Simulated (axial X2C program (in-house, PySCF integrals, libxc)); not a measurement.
Curves of HoH⁺ from open-shell CI on f10 s1

Computed with an in-house all-electron X2C program for linear molecules (integrals from PySCF): two-component X2C with atomic mean-field Coulomb and Gaunt terms, basis Ho dyall-v3z, H dyall-v3z (cores contracted in-house). Orbitals come from Hartree–Fock averaged over the configuration Ho f10 s1; CI then distributes these electrons over the f, s shells of Ho.

Scan along the bond; masses Ho 164.930 u, H 1.008 u. Energies in cm⁻¹ from the lowest point; levels are followed by energy order within each Ω. Lowest level at 1.889 Å: 100% f10 s1.

```
R (Å)  (1)Ω=17/2  (1)Ω=15/2  (1)Ω=13/2  (1)Ω=11/2  (1)Ω=9/2
1.757        911       1290       1455       1505      1533
1.823        219        571        736        798       836
1.889          0        330        494        565       609
1.965        222        529        691        770       821
2.040        837       1125       1285       1370      1424
2.125       1902       2172       2330       2418      2476
2.229       3600       3851       4004       4096      4156
```

**Question.** Fit the curves (1)Ω=17/2, (1)Ω=15/2, (1)Ω=13/2, (1)Ω=11/2, (1)Ω=9/2 near their minima.

**Answer.** From the open-shell CI curves, Te from the lowest:

```json
{"level": "(1)Ω=17/2", "Te (cm⁻¹)": "0", "Re (Å)": "1.891", "ωe (cm⁻¹)": "1718.6"}
{"level": "(1)Ω=15/2", "Te (cm⁻¹)": "329", "Re (Å)": "1.895", "ωe (cm⁻¹)": "1715.7"}
{"level": "(1)Ω=13/2", "Te (cm⁻¹)": "492", "Re (Å)": "1.895", "ωe (cm⁻¹)": "1714.1"}
{"level": "(1)Ω=11/2", "Te (cm⁻¹)": "564", "Re (Å)": "1.894", "ωe (cm⁻¹)": "1712.7"}
{"level": "(1)Ω=9/2", "Te (cm⁻¹)": "609", "Re (Å)": "1.893", "ωe (cm⁻¹)": "1711.9"}
```

Without dynamic correlation distances can be off by several hundredths of an Å (long for ionic bonds, short for multiple bonds) and the wavenumbers are rough.

The 5 lowest curves are shown; the next is (1)Ω=7/2, from 655 cm⁻¹.

Dynamic correlation is missing, so gaps between terms are too wide and other configurations may lie lower; the lowest level listed is that of this model, not necessarily the ground state. At most 4 roots were kept for each Ω > 0 (twice that for Ω = 0) within 2.2 eV of the lowest, so higher up levels can be missing between those listed; levels with Ω > 0 are doubly degenerate and listed once, Ω = 0 levels singly.
